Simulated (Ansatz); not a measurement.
Geometry optimisation, Ansatz 0.2.0, UKS PBE/6-31G*.

input.yaml

```yaml
crystal:
  periodic: [false, false, false]
  atoms:
    - { symbol: Si, position_ang: [-0.62808, 2.52092, -0.24982] }
    - { symbol: C, position_ang: [-0.49189, 0.82204, -0.15642] }
    - { symbol: C, position_ang: [0.37236, -0.14125, 0.37881] }
    - { symbol: Si, position_ang: [0.36881, -1.84286, -0.14274] }
    - { symbol: H, position_ang: [-1.34725, 3.77023, -0.40205] }
    - { symbol: H, position_ang: [-1.09698, -0.05681, -0.37912] }
    - { symbol: H, position_ang: [-0.46003, -2.39726, -1.20053] }
    - { symbol: H, position_ang: [1.15356, -2.84554, 0.5667] }
magnetization:
  spin_polarized: true
basis:
  gaussian: { orbitals: "6-31G*" }
hamiltonian:
  xc: pbe
relax:
  f_tol: 0.02
  max_steps: 50
```

Launched with:

```bash
$ ansatz run input.yaml --threads 2 --pin off --max-ram 3072MiB --backend cpu --events-out ev --progress --plain --runs-dir out
```

Task: Where does it end, and by what steps?

Result: The run converged. After 32 steps the energy has fallen by 4.649 eV; H5 moved furthest, 2.74 Å. Joined: Si1–Si4 (4.48 → 2.38 Å).

```tsv
step	energy less start (eV)	largest force component (eV/Å)	accepted
0	0.0000	1.847	yes
2	-1.3495	1.883	yes
4	-2.0528	0.812	yes
6	-2.5647	1.552	yes
8	-2.9811	1.665	yes
10	-3.2481	1.269	yes
12	-3.3106	0.993	yes
14	-3.3844	0.341	yes
16	-3.4781	0.220	yes
18	-3.5626	0.283	yes
20	-3.5928	0.497	yes
22	-3.8293	0.984	yes
24	-4.5196	0.503	yes
26	-4.6296	0.343	yes
28	-4.6477	0.113	yes
30	-4.6494	0.039	yes
32	-4.6495	0.015	yes
```

```xyz
8
Properties=species:S:1:pos:R:3
Si 0.347 1.311 -0.177
C -1.375 0.710 0.650
C -1.111 -0.435 0.102
Si 0.521 -1.037 -0.493
H -0.103 1.646 -1.608
H -2.130 1.208 1.254
H 0.533 -1.678 -1.845
H 1.188 -1.896 0.532
```

Run time: 26 s on 2 threads of AMD EPYC 9R45 96-Core Processor (Zen 5) (shared host), peak memory 0.19 GiB.
